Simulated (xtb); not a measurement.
B(H)2(PH2) (BH4P), SMILES BP. All values are semi-empirical tight-binding results from xtb (GFN2-xTB unless named), good for trends rather than for accurate numbers. The structure is a stationary point at GFN2-xTB.

Question: Estimate the properties. (An estimate is asked for; the answer gives what the named calculation found.)

Answer: 
```yaml
point_group_as_xtb_finds_it: Cs
orbital_gap: 3.04 eV
zero_point_energy: 23.2 kcal/mol
G − E(el) at 298.15 K (modified RRHO): 8.0 kcal/mol
static polarisability (D4 model): 42.1 bohr³
solvation energy, GFN2-xTB/ALPB(water): -0.2 kcal/mol
solvation energy, GFN2-xTB/ALPB(ch2cl2): -3.2 kcal/mol
```
